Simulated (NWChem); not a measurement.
Program: NWChem. System: H₂Ge, charge 0, spin multiplicity 1, at a geometry optimised with B3LYP/def2-SVP. The structure started from a generated list of species. Level: real-time TD-B3LYP/6-31G* (spherical d), VWN1-RPA local correlation.

Job file:

```
start mol
memory heap 200 mb stack 900 mb global 1100 mb
geometry "system" units angstroms nocenter noautoz noautosym
  Ge     0.000000     0.000000     0.066351
  H     -1.142489     0.000000    -1.061618
  H      1.142489     0.000000    -1.061618
end
set geometry "system"
basis spherical
  * library 6-31g*
end
dft
  xc b3lyp
  semidirect memsize 60000000 filesize 0
  iterations 100
  convergence energy 1e-10 density 1e-9 gradient 1e-8
  tolerances tight
end
task dft energy
rt_tddft
  tmax 200.0
  dt 0.2
  tag "kick"
  print dipole
  field "kick"
    type delta
    polarization y
    max 0.0001
  end
  excite "system" with "kick"
end
task dft rt_tddft
```

Output (cleaned and shortened):

```
             Northwest Computational Chemistry Package (NWChem) 7.3.0
             --------------------------------------------------------

                                NWChem Input Module
                                -------------------

 Scaling coordinates for geometry "system" by  1.889725989
 (inverse scale =  0.529177249)

                              Geometry "system" -> ""
                              -----------------------

 Output coordinates in angstroms (scale by  1.889725989 to convert to a.u.)

  No.       Tag          Charge          X              Y              Z
 ---- ---------------- ---------- -------------- -------------- --------------
    1 Ge                  32.0000     0.00000000     0.00000000     0.06635100
    2 H                    1.0000    -1.14248900     0.00000000    -1.06161800
    3 H                    1.0000     1.14248900     0.00000000    -1.06161800

 Effective nuclear repulsion energy (a.u.)      21.3263105001

            Nuclear Dipole moment (a.u.)
            ----------------------------
        X                 Y               Z
 ---------------- ---------------- ----------------
     0.0000000000     0.0000000000    -0.0000075589


 Summary of "ao basis" -> "" (spherical)
 ------------------------------------------------------------------------------
       Tag                 Description            Shells   Functions and Types
 ---------------- ------------------------------  ------  ---------------------
 *                           6-31g*                   on all atoms

                                 NWChem DFT Module
                                 -----------------

 Summary of "ao basis" -> "ao basis" (spherical)
 ------------------------------------------------------------------------------
       Tag                 Description            Shells   Functions and Types
 ---------------- ------------------------------  ------  ---------------------
 Ge                          6-31g*                 12       32   5s4p3d
 H                           6-31g*                  2        2   2s

 Summary of "ao basis" -> "ao basis" (spherical)
[...]
        18        0.00       -1.20547433E-01
        19        0.00        3.84358141E-02
        20        0.00        8.12790685E-02
        21        0.00        1.21730631E-01
        22        0.00        1.78856909E-01
        23        0.00        1.88056219E-01
        24        0.00        1.96843583E-01
        25        0.00        4.45614747E-01
        26        0.00        4.48248759E-01
        27        0.00        4.49542036E-01
        28        0.00        5.73182893E-01
        29        0.00        5.86686797E-01
        30        0.00        9.69139220E-01
        31        0.00        1.05521510E+00
        32        0.00        3.26746307E+00
        33        0.00        3.27112887E+00
        34        0.00        3.28231170E+00
        35        0.00        3.32492667E+00
        36        0.00        3.42228612E+00

  int2e_file: Failed to allocate cache ... halving

kick      0.00000        ### Propagation started ###
kick      0.00000        ### Checks passed ###
kick      0.00000   0.000000000000E+000   1.000000000000E-004   0.000000000000E+000     # Applied E-field [system] (alpha spin)
kick      0.00000   0.000000000000E+000   1.000000000000E-004   0.000000000000E+000     # Applied E-field [system] (beta spin)
kick      0.00000   2.132631050007E+001     # Enuc
kick      0.00000  -2.936942434504E+003     # Ecore
kick      0.00000   9.174405103078E+002     # Ecoul
kick      0.00000  -7.973417806465E+001     # Exc(1)
kick      0.00000   0.000000000000E+000     # Exc(2)
kick      0.00000  -2.077909791761E+003     # Etot
kick      0.00000   2.728484105319E-012     # Eadded
kick      0.00000  -2.102096274825E-012  -7.406221639266E-012  -3.569408765343E-002     # Dipole moment [system]
kick      0.00000        ### Saved restart file ###
kick      0.00000   1.478817068801E-013     # Magnus interpol (matrix 1 of 1)
kick      0.00000                     2     # Magnus total interpolations
kick      0.20000   0.000000000000E+000   0.000000000000E+000   0.000000000000E+000     # Applied E-field [system] (alpha spin)
kick      0.20000   0.000000000000E+000   0.000000000000E+000   0.000000000000E+000     # Applied E-field [system] (beta spin)
kick      0.20000   2.132631050007E+001     # Enuc
kick      0.20000  -2.936942434504E+003     # Ecore
kick      0.20000   9.174405103081E+002     # Ecoul
kick      0.20000  -7.973417806466E+001     # Exc(1)
kick      0.20000   0.000000000000E+000     # Exc(2)
kick      0.20000  -2.077909791761E+003     # Etot
kick      0.20000   4.501998773776E-011     # Eadded
kick      0.20000  -2.099431739566E-012   7.489906006167E-006  -3.569408768526E-002     # Dipole moment [system]
kick      0.20000   2.331468351713E-013     # Magnus interpol (matrix 1 of 1)
kick      0.20000                     2     # Magnus total interpolations
kick      0.40000   0.000000000000E+000   0.000000000000E+000   0.000000000000E+000     # Applied E-field [system] (alpha spin)
kick      0.40000   0.000000000000E+000   0.000000000000E+000   0.000000000000E+000     # Applied E-field [system] (beta spin)
kick      0.40000   2.132631050007E+001     # Enuc
...
kick     28.00000   7.993605777301E-015     # Magnus interpol (matrix 1 of 1)
kick     28.00000                     2     # Magnus total interpolations
kick     28.20000   0.000000000000E+000   0.000000000000E+000   0.000000000000E+000     # Applied E-field [system] (alpha spin)
kick     28.20000   0.000000000000E+000   0.000000000000E+000   0.000000000000E+000     # Applied E-field [system] (beta spin)
kick     28.20000   2.132631050007E+001     # Enuc
kick     28.20000  -2.936942434559E+003     # Ecore
kick     28.20000   9.174405103190E+002     # Ecoul
kick     28.20000  -7.973417806619E+001     # Exc(1)
kick     28.20000   0.000000000000E+000     # Exc(2)
kick     28.20000  -2.077909791806E+003     # Etot
kick     28.20000  -4.575667844620E-008     # Eadded
kick     28.2000
```
